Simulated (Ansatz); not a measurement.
Geometry optimisation, RKS PBE/def2-SVP in Ansatz 0.2.0.

Input file:

```yaml
crystal:
  periodic: [false, false, false]
  atoms:
    - { symbol: B, position_ang: [0.016852, -0.499915, -0.44721] }
    - { symbol: F, position_ang: [0.018281, 0.026621, 2.018094] }
    - { symbol: Cl, position_ang: [1.530529, 0.221291, -0.942784] }
    - { symbol: Cl, position_ang: [-1.515877, 0.185406, -0.934533] }
    - { symbol: H, position_ang: [0.031082, -1.575883, 0.086682] }
    - { symbol: H, position_ang: [0.030533, -0.883419, 1.81395] }
basis:
  gaussian: { orbitals: def2-SVP }
hamiltonian:
  xc: pbe
relax:
  f_tol: 0.03
  max_steps: 50
```

Run as:

```bash
$ ansatz run input.yaml --threads 1 --pin off --max-ram 2048MiB --backend cpu --events-out ev --progress --plain --runs-dir out
```

**Question.** Where does it end, and by what steps?

**Answer.** The forces met the threshold. After 4 steps the energy has fallen by 0.004 eV; H6 moved furthest, 0.02 Å.

```csv
step,energy less start (eV),largest force component (eV/Å),accepted
0,0.0000,0.315,yes
1,0.0010,0.225,no
2,-0.0028,0.200,yes
3,-0.0041,0.054,yes
4,-0.0042,0.024,yes
```

```xyz
6
Properties=species:S:1:pos:R:3
B 0.017 -0.498 -0.465
F 0.019 0.030 2.038
Cl 1.532 0.224 -0.953
Cl -1.518 0.188 -0.943
H 0.032 -1.583 0.084
H 0.029 -0.886 1.834
```

Whether the end is a true minimum wasn't checked by a vibrational analysis.

The run took 10 s on 1 thread of Arm Neoverse V1 (shared host), peak memory 0.13 GiB.
